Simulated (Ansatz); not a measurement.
`CB(O)OCF` + H₂ → `OBOCF` + CH₄  (hydrogenolysis of a B–C bond)

Computed with Ansatz on PBE0-D4/def2-TZVP structures; ΔE is electronic, products minus reactants. CCSD(T)/CBS is the MP2 limit (def2-TZVPP, def2-QZVPP) plus CCSD(T) − MP2 in def2-TZVPP, frozen cores. This one scheme is used for every species. DFT in def2-TZVPP. HSE06 is defined as in plane-wave codes. Each species was taken in one conformer, which may not be the lowest.

Problem. Is it downhill or uphill in electronic energy at CCSD(T)/CBS, and by how much? (Estimate.)

Solution. The calculation gave: Downhill: ΔE = -4.7 kcal/mol.

Problem. What do these levels give: r2SCAN0-D4, BHLYP-D4, ωB97X-V, PBE, revPBE, BLYP, HSE06, LC-ωPBE, HF/def2-SVP, CCSD/def2-SVP, HF/def2-TZVPP, CCSD/CBS(def2)? (An estimate is asked.)

Solution. The calculation gave: r2SCAN0-D4 -4.4, BHLYP-D4 -6.2, ωB97X-V -4.9, PBE -5.6, revPBE -6.8, BLYP -7.9, HSE06 -5.9, LC-ωPBE -5.6, HF/def2-SVP -9.8, CCSD/def2-SVP -6.3, HF/def2-TZVPP -10.1, CCSD/CBS(def2) -5.5 kcal/mol.

Largest T1 diagnostic among the species: 0.013.

In def2-TZVPP, CCSD(T) changes the Hartree–Fock value by +5.2 kcal/mol (the triples alone add +0.8 kcal/mol) and MP2 by +5.8 kcal/mol. Leaving LDA and LC-ωPBE aside and taking each functional with its dispersion term where it has one, the values, not all of them listed here, spread over 3.3 kcal/mol, from B2PLYP to revPBE-D4. LDA lies +2.9 kcal/mol from PBE without D4. The D4 term adds +2.2 kcal/mol with B3LYP and +1.2 kcal/mol with PBE0; it sums over pairs of atoms, weighted by their polarisabilities, and B3LYP, whose exchange is more repulsive, gets the larger term.

B3LYP here is the variant with VWN-RPA as its local correlation; programs differ in this.
